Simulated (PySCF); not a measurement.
Excitation energy of Fe by level of theory

Fe [Ar] 3d6 4s2 (5D) → Fe [Ar] 3d6 4s1 4p1 (high-spin determinant), as a difference of total energies. All numbers are calculated (PySCF 2.14, no relativity, point nucleus, in def2-QZVPPD (11s6p5d4f2g, 100 functions)). Correlated levels: valence: [Ar] frozen; valence and next inner shell: [Ne] frozen. The calculations carry no spin-orbit coupling.

```json
{"method": "UHF", "excitation energy (eV)": "1.240"}
{"method": "LDA", "excitation energy (eV)": "2.627"}
{"method": "PBE", "excitation energy (eV)": "2.416"}
{"method": "PBE0", "excitation energy (eV)": "2.221"}
{"method": "TPSSh", "excitation energy (eV)": "2.217"}
{"method": "wB97X", "excitation energy (eV)": "3.027"}
{"method": "LC-wPBE", "excitation energy (eV)": "1.892"}
{"method": "BHandHLYP", "excitation energy (eV)": "2.532"}
{"method": "SCS-MP2 (valence)", "excitation energy (eV)": "2.420"}
{"method": "MP2 (valence and next inner shell)", "excitation energy (eV)": "2.232"}
```

Q: Estimate what MP2 (valence) gives.

A: 2.135 eV, closest to TPSSh among the rows shown.

Q: Estimate what SCS-MP2 (valence and next inner shell) gives.

A: 2.430 eV, closest to SCS-MP2 (valence) among the rows shown.

A first-order spin-orbit estimate (lowest level to lowest level, LS coupling) adds 0.016 eV.

The determinant of the upper state mixes LS terms, which raises its energy above the lowest term, most at the Hartree-Fock and MP2 levels.
